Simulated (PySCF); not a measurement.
PySCF job for Si(H)2(Br)(Et) (C2H7BrSi), SMILES CC[SiH2]Br, B3LYP-D3(BJ)/def2-SVP. Geometry optimised at B3LYP-D3(BJ)/def2-SVP. The values are those of a single conformer.

```python
import numpy as np
from pyscf import gto, scf, dft, df
from pyscf.hessian import thermo

mol = gto.M(
    atom='''
    Si   -0.11251569    1.08205013   -0.48143929
    Br    1.13979038   -0.55927988    0.42266992
    C    -1.78171187    0.38335165   -0.99270926
    C    -2.60290271   -0.22330463    0.15126407
    H    -0.25888369    2.14202460    0.55409938
    H     0.63222226    1.62139426   -1.65157524
    H    -2.33247425    1.21262242   -1.47518099
    H    -1.60168446   -0.36419585   -1.78475037
    H    -3.56812760   -0.61238220   -0.20981016
    H    -2.81761095    0.52244076    0.93400475
    H    -2.06319780   -1.05609236    0.62858696
    ''',
    basis='def2-SVP',
    charge=0,
    spin=0,
    max_memory=1600,
    verbose=3,
)
mf = dft.RKS(mol, xc='b3lyp').density_fit(auxbasis='def2-universal-jkfit')
mf.disp = 'd3bj'
mf.grids.level = 3
mf.conv_tol = 1e-11
mf.max_cycle = 100
mf.kernel()

# analytic Hessian; the response equations are solved on a coarser grid
h, args, fine = mf.Hessian(), (mf.mo_energy, mf.mo_coeff, mf.mo_occ), mf.grids
h.max_memory = max(150, 2.5e-5 * df.make_auxmol(mol, mf.with_df.auxbasis).nao * mol.nelec[0] * (mol.nelec[0] + mol.nao))  # MB; small integral blocks
h1ao = h.make_h1(mf.mo_coeff, mf.mo_occ)
mf.grids = dft.Grids(mol).set(level=1).build(with_non0tab=True)
mo1, mo_e1 = h.solve_mo1(*args, h1ao)
mf.grids = fine
hess = h.hess_elec(*args, mo1, mo_e1, h1ao) + h.hess_nuc()
if mf.do_disp():
    hess += h.get_dispersion()
for i in range(mol.natm):  # the analytic DFT Hessian lacks the response of the grid: restore translational invariance
    hess[i, i] -= hess[i].sum(axis=0)
hess = (hess + hess.transpose(1, 0, 3, 2)) / 2
vib = thermo.harmonic_analysis(mol, hess, imaginary_freq=False)
thermo.dump_normal_mode(mol, vib)
th = thermo.thermo(mf, vib['freq_au'][vib['freq_au'] > 0], 298.15, 101325)
thermo.dump_thermo(mol, th)
g0 = mf.nuc_grad_method().set(verbose=0).kernel()

# dipole derivatives [dipole axis, atom, xyz] from the same response
r, irp = mol.intor('int1e_r'), mol.intor('int1e_irp').reshape(3, 3, mol.nao, mol.nao)
sl, dm0, ok = mol.aoslice_by_atom(), np.array(mf.make_rdm1()), []
dmu = np.einsum('a,xt->xat', mol.atom_charges(), np.eye(3))
for a, (_, _, p0, p1) in enumerate(sl):
    dmu[:, a] += 2 * np.einsum('xtij,ij->xt', irp[:, :, :, p0:p1], dm0.reshape(-1, mol.nao, mol.nao).sum(0)[:, p0:p1])
    for u, c, occ, f in [(mo1, mf.mo_coeff, mf.mo_occ, 4)]:
        dmu[:, a] -= f * np.einsum('tui,xuv,vi->xt', u[a], r, c[:, occ > 0], optimize=True)
L = vib['norm_mode']
ir = 974.8801 * (np.einsum('xat,kat->kx', dmu, L) ** 2).sum(1)       # km/mol
apt = np.einsum('xax->a', dmu) / 3

# polarisability derivatives from nuclear gradients in small electric fields
h0, F = mf.get_hcore(), 0.005
def in_field(f, guess):
    m = mf.copy()
    m.verbose, m.conv_tol, m.conv_tol_grad = 0, 1e-11, 2e-7
    m.get_hcore = lambda *a: h0 + np.einsum('x,xij->ij', f, r)
    m.kernel(guess)
    ok.append(m.converged)
    dm = np.array(m.make_rdm1())
    g = m.nuc_grad_method().kernel() - np.outer(mol.atom_charges(), f)
    for a, (_, _, p0, p1) in enumerate(sl):
        g[a] -= 2 * np.einsum('x,xtij,ij->t', f, irp[:, :, :, p0:p1], dm[:, p0:p1])
    return g, -np.einsum('xij,ij->x', r, dm), dm
E = np.eye(3) * F
g0, _, dm0 = in_field(np.zeros(3), dm0)
gp = [in_field(e, dm0) for e in E]
gm = [in_field(-e, 2 * dm0 - p[2]) for e, p in zip(E, gp)]
alpha = np.array([(p[1] - q[1]) / (2 * F) for p, q in zip(gp, gm)])  # bohr^3
check = abs(np.array([-(p[0] - q[0]) / (2 * F) for p, q in zip(gp, gm)]) - dmu).max()
print('static polarisability / bohr^3:', alpha.round(3))
print('largest difference of analytic and finite-field dipole derivatives / e:', check)
da = np.zeros((3, 3, mol.natm, 3))
for x in range(3):
    da[x, x] = -(gp[x][0] + gm[x][0] - 2 * g0) / F**2
for x, y in ((0, 1), (0, 2), (1, 2)):
    up, down = in_field(E[x] + E[y], gp[x][2] + gp[y][2] - dm0), in_field(-E[x] - E[y], gm[x][2] + gm[y][2] - dm0)
    both = -(up[0] + down[0] - 2 * g0) / F**2
    da[x, y] = da[y, x] = (both - da[x, x] - da[y, y]) / 2
aq = np.einsum('xyat,kat->kxy', da, L) * 0.529177210903**2           # A^2/amu^1/2
a = np.einsum('kxx->k', aq) / 3
g2 = 1.5 * (aq**2).sum((1, 2)) - 4.5 * a**2
raman, depol = 45 * a**2 + 7 * g2, 3 * g2 / (45 * a**2 + 4 * g2 + 1e-12)
print('mode   freq/cm-1   IR/(km/mol)   Raman/(A^4/amu)   depolarisation')
for k, w in enumerate(vib['freq_wavenumber']):
    print(f'{k + 1:4d} {w:11.2f} {ir[k]:13.3f} {raman[k]:17.3f} {depol[k]:16.3f}')
print('max |gradient| / (hartree/bohr):', abs(g0).max())
print('APT charges:', apt.round(4))
```

Program output:

```
converged SCF energy = -2943.72908537321

WARN: DFTD3 does not support analytical Hessian, using finite difference


WARN: Mole.unit (angstrom) is changed to Bohr

Mode                                 0                   1                   2
Irrep
Freq [cm^-1]                       81.4650            138.8358            225.0353
Reduced mass [au]                   2.5780              2.0226              1.2945
Force const [Dyne/A]                0.0101              0.0230              0.0386
Char temp [K]                     117.2100            199.7539            323.7757
Normal mode                   x     y     z       x     y     z       x     y     z
       0  Si                 0.04  0.02 -0.05   -0.01 -0.05 -0.02   -0.03 -0.01  0.02
       1  Br                -0.04  0.00  0.01    0.04  0.00  0.02   -0.01  0.00 -0.00
       2   C                 0.00  0.06  0.02   -0.08  0.08  0.01    0.03 -0.06 -0.07
       3   C                 0.13 -0.11  0.03   -0.09 -0.01 -0.04    0.07  0.05  0.02
       4   H                 0.10  0.07 -0.09    0.06 -0.01 -0.06   -0.20 -0.10  0.09
       5   H                 0.04 -0.06 -0.09   -0.04 -0.11 -0.07    0.04  0.14  0.13
       6   H                -0.07  0.11  0.18   -0.03  0.21  0.17    0.04 -0.08 -0.10
       7   H                -0.06  0.16 -0.09   -0.20  0.19 -0.11    0.01 -0.12 -0.02
       8   H                 0.09 -0.06  0.08   -0.19  0.23 -0.05   -0.15  0.43  0.18
       9   H                 0.21 -0.22  0.16    0.09 -0.14  0.13    0.50  0.01  0.18
      10   H                 0.19 -0.17 -0.15   -0.19 -0.20 -0.26   -0.10 -0.20 -0.22
Mode                                 3                   4                   5
Irrep
Freq [cm^-1]                      282.5296            406.3859            547.8516
Reduced mass [au]                   2.1259              8.4760              1.4100
Force const [Dyne/A]                0.1000              0.8247              0.2493
Char temp [K]                     406.4972            584.6989            788.2364
Normal mode                   x     y     z       x     y     z       x     y     z
       0  Si                -0.06 -0.04 -0.00    0.06 -0.13  0.05    0.06  0.02 -0.06
       1  Br                 0.02 -0.01  0.01   -0.03  0.04 -0.02   -0.00 -0.00  0.01
       2   C                -0.07  0.07 -0.10    0.04  0.01  0.01   -0.01 -0.04  0.02
       3   C                 0.10  0.05  0.01    0.02  0.01 -0.00   -0.05 -0.03  0.03
       4   H                -0.18 -0.14  0.09    0.03 -0.14  0.06   -0.28 -0.32  0.24
       5   H                 0.03  0.10  0.12    0.06 -0.09  0.07    0.09  0.53  0.20
       6   H                -0.08  0.14  0.04    0.10  0.10  0.10   -0.01  0.06  0.17
       7   H                -0.18  0.12 -0.17   -0.06  0.06 -0.05   -0.23  0.02 -0.09
       8   H                 0.15 -0.21  0.12    0.04 -0.03 -0.03   -0.04 -0.01 -0.03
       9   H                -0.01  0.11 -0.09   -0.03  0.03 -0.03   -0.10  0.00 -0.01
      10   H                 0.29  0.22  0.09    0.02  0.04  0.04   -0.11 -0.03  0.09
Mode                                 6                   7                   8
Irrep
Freq [cm^-1]                      641.2224            662.6072            738.6849
Reduced mass [au]                   2.1202              1.1176              1.3334
Force const [Dyne/A]                0.5136              0.2891              0.4287
Char temp [K]                     922.5762            953.3442           1062.8031
Normal mode                   x     y     z       x     y     z       x     y     z
       0  Si                 0.07  0.01  0.03    0.01  0.03  0.03    0.03  0.03  0.04
       1  Br                -0.00  0.01 -0.00    0.00 -0.00 -0.01   -0.00 -0.00  0.00
       2   C                -0.14  0.01 -0.09    0.01 -0.06 -0.02   -0.03 -0.09 -0.07
       3   C                -0.04 -0.02  0.02   -0.01 -0.01  0.01   -0.01 -0.02 -0.01
       4   H                 0.16  0.02  0.03   -0.43  0.35 -0.36    0.36  0.04  0.06
       5   H                 0.32 -0.10  0.14    0.37 -0.28  0.12   -0.43  0.07 -0.25
       6   H                -0.25 -0.18 -0.27    0.04  0.13  0.26   -0.01  0.10  0.22
       7   H                -0.02 -0.15  0.08   -0.23  0.08 -0.21   -0.15  0.12 -0.30
       8   H                -0.07 -0.10  0.17   -0.03  0.02  0.02   -0.10  0.02  0.19
       9   H                 0.03 -0.06  0.08   -0.00  0.09 -0.08    0.15  0.19 -0.17
      10   H                 0.09  0.00 -0.07   -0.08  0.01  0.12   -0.04  0.06  0.15
Mode                                 9                  10                  11
Irrep
Freq [cm^-1]                      846.5511            953.3677            976.1758
Reduced mass [au]                   1.1361              1.0558              1.3104
Force const [Dyne/A]                0.4797              0.5654              0.7357
Char temp [K]                    1217.9986           1371.6839           1404.4997
[...]
       4   H                 0.05  0.01 -0.01   -0.01  0.01 -0.00   -0.00  0.01 -0.01
       5   H                -0.03 -0.01 -0.00   -0.01 -0.00 -0.01    0.01  0.00  0.01
       6   H                -0.27 -0.21 -0.04   -0.01 -0.09 -0.14    0.09 -0.30 -0.56
       7   H                -0.55 -0.22  0.13   -0.08  0.10 -0.11   -0.24  0.44 -0.43
       8   H                -0.14 -0.06  0.23    0.09  0.14 -0.47    0.01 -0.02  0.07
       9   H                 0.17  0.03 -0.05    0.25  0.36 -0.23   -0.05 -0.11  0.08
      10   H                 0.06  0.11  0.11    0.41  0.05 -0.31   -0.12 -0.01  0.10
Mode                                18                  19                  20
Irrep
Freq [cm^-1]                     1475.9857           1479.6138           2230.0548
Reduced mass [au]                   1.0407              1.0382              1.0314
Force const [Dyne/A]                1.3358              1.3391              3.0222
Char temp [K]                    2123.6148           2128.8348           3208.5523
Normal mode                   x     y     z       x     y     z       x     y     z
       0  Si                 0.00  0.00  0.00    0.00 -0.00  0.00    0.01  0.03  0.01
       1  Br                 0.00 -0.00 -0.00   -0.00  0.00 -0.00   -0.00  0.00 -0.00
       2   C                -0.02  0.00 -0.01   -0.01 -0.02 -0.01   -0.00 -0.00 -0.00
       3   C                -0.04  0.01 -0.02   -0.01 -0.04 -0.03    0.00 -0.00  0.00
       4   H                -0.00  0.00  0.00   -0.00  0.00 -0.00    0.08 -0.60 -0.61
       5   H                -0.00 -0.00 -0.00   -0.00  0.00 -0.00   -0.24 -0.16  0.38
       6   H                 0.04  0.05 -0.01   -0.01 -0.00  0.03    0.00  0.01 -0.00
       7   H                 0.02 -0.02  0.03    0.05  0.02 -0.04    0.01  0.00  0.00
       8   H                 0.23 -0.27 -0.38   -0.19  0.54 -0.13    0.00  0.00 -0.00
       9   H                 0.61 -0.13  0.29   -0.13 -0.32  0.23    0.00  0.00  0.00
      10   H                -0.17  0.15  0.40    0.40  0.43  0.31   -0.00 -0.00  0.00
Mode                                21                  22                  23
Irrep
Freq [cm^-1]                     2238.1979           3018.1609           3028.7858
Reduced mass [au]                   1.0513              1.0628              1.0365
Force const [Dyne/A]                3.1030              5.7039              5.6019
Char temp [K]                    3220.2685           4342.4616           4357.7485
Normal mode                   x     y     z       x     y     z       x     y     z
       0  Si                 0.02 -0.00 -0.04    0.00  0.00 -0.00   -0.00 -0.00 -0.00
       1  Br                -0.00  0.00  0.00    0.00 -0.00  0.00    0.00 -0.00  0.00
       2   C                 0.00 -0.00 -0.00   -0.03  0.02 -0.06    0.00  0.00  0.00
       3   C                 0.00  0.00  0.00    0.01 -0.00  0.00    0.03  0.01 -0.04
       4   H                -0.04  0.33  0.32   -0.00 -0.00  0.00    0.00  0.00  0.00
       5   H                -0.44 -0.31  0.67   -0.00 -0.00  0.00    0.00  0.00  0.00
       6   H                -0.00  0.00 -0.00    0.42 -0.63  0.35   -0.01  0.02 -0.01
       7   H                -0.00 -0.00 -0.01   -0.09  0.34  0.34    0.01 -0.03 -0.03
       8   H                 0.00  0.00 -0.00   -0.07 -0.03 -0.03   -0.49 -0.20 -0.20
       9   H                -0.00 -0.00  0.00   -0.00  0.01  0.01   -0.11  0.42  0.42
      10   H                -0.00 -0.00  0.00   -0.01  0.01 -0.01    0.26 -0.39  0.22
Mode                                24                  25                  26
Irrep
Freq [cm^-1]                     3071.5966           3106.1794           3115.8655
Reduced mass [au]                   1.1001              1.1039              1.1038
Force const [Dyne/A]                6.1151              6.2755              6.3139
Char temp [K]                    4419.3436           4469.1005           4483.0367
Normal mode                   x     y     z       x     y     z       x     y     z
       0  Si                -0.00  0.00  0.00   -0.00  0.00  0.00   -0.00  0.00 -0.00
       1  Br                 0.00 -0.00  0.00    0.00 -0.00 -0.00   -0.00 -0.00  0.00
       2   C                -0.03  0.07  0.03   -0.00  0.01  0.01   -0.01  0.01  0.00
       3   C                 0.00 -0.02 -0.01    0.04  0.05  0.06   -0.06  0.06 -0.02
       4   H                -0.00 -0.00 -0.00   -0.00 -0.00 -0.00   -0.00 -0.00 -0.00
       5   H                 0.00 -0.00 -0.00    0.00 -0.00 -0.00    0.00 -0.00 -0.00
       6   H                 0.24 -0.34  0.21    0.02 -0.03  0.02    0.05 -0.08  0.05
       7   H                 0.12 -0.54 -0.57    0.03 -0.11 -0.12    0.02 -0.07 -0.07
       8   H                 0.07  0.02  0.03   -0.60 -0.23 -0.23    0.30  0.13  0.12
       9   H                -0.03  0.10  0.11    0.13 -0.44 -0.45    0.06 -0.23 -0.25
      10   H                -0.07  0.10 -0.06    0.00  0.02  0.01    0.39 -0.60  0.34
temperature 298.1500 [K]
pressure 101325.00 [Pa]
Rotational constants [GHz] 6.28526 1.69853 1.42629
Symmetry number 1
Zero-point energy (ZPE) 0.08347 [Eh]   219151.515 [J/mol]
                           tot       elec      trans        rot        vib
Entropy [J/mol/K]       340.739      0.000    170.293    114.842     55.604
Cv [J/mol/K]             89.528      0.000     12.472     12.472     64.584
Cp [J/mol/K]             97.842      0.000     20.786     12.472     64.584
Internal energy [J/mol]                      3718.434   3718.434 228418.261
Internal energy [Eh]   -2943.63925  -2943.72909
Enthalpy [J/mol]                             6197.391   3718.434 228418.261
Enthalpy [Eh]          -2943.63831
Gibbs free energy [J/mol]                  -44575.485 -30521.663 211839.823
Gibbs free energy [Eh] -2943.67700
static polarisability / bohr^3: [[67.473 -3.439  3.331]
 [-3.447 60.744 -5.348]
 [ 3.331 -5.346 55.267]]
largest difference of analytic and finite-field dipole derivatives / e: 0.0007697911704607208
mode   freq/cm-1   IR/(km/mol)   Raman/(A^4/amu)   depolarisation
   1       81.47         0.220             0.732            0.745
   2      138.84         0.759             1.456            0.704
   3      225.04         0.104             0.244            0.200
   4      282.53         1.217             1.199            0.706
   5      406.39        36.395             8.448            0.156
   6      547.85        20.226             4.371            0.461
   7      641.22         4.994            12.397            0.426
   8      662.61         6.070            12.312            0.690
   9      738.68        25.387             7.549            0.509
  10      846.55       234.941             8.401            0.545
  11      953.37       105.282            16.212            0.735
  12      976.18        28.597             4.383            0.696
  13      989.99        36.658             4.071            0.662
  14     1051.12        11.871             5.388            0.620
  15     1246.62         4.549             3.197            0.728
  16     1261.23         0.414             2.693            0.182
  17     1399.23         1.273             3.373            0.747
  18     1425.92         4.756            12.550            0.750
  19     1475.99         4.545            15.162            0.727
  20     1479.61         6.674            15.242            0.747
  21     2230.05        95.706           180.707            0.073
  22     2238.20       118.037           107.449            0.567
  23     3018.16        11.913           123.513            0.161
  24     3028.79        25.607           142.988            0.022
  25     3071.60         3.299           104.245            0.740
  26     3106.18        21.998            88.781            0.643
  27     3115.87        16.195            38.197            0.705
max |gradient| / (hartree/bohr): 3.5658220288433914e-05
APT charges: [ 1.2865 -0.4668 -0.2537  0.0728 -0.2812 -0.2859 -0.0248 -0.0093 -0.0318
 -0.0133  0.0073]
```

The calculation finished and met its thresholds.

Cost: around 7 core-minutes (rough).
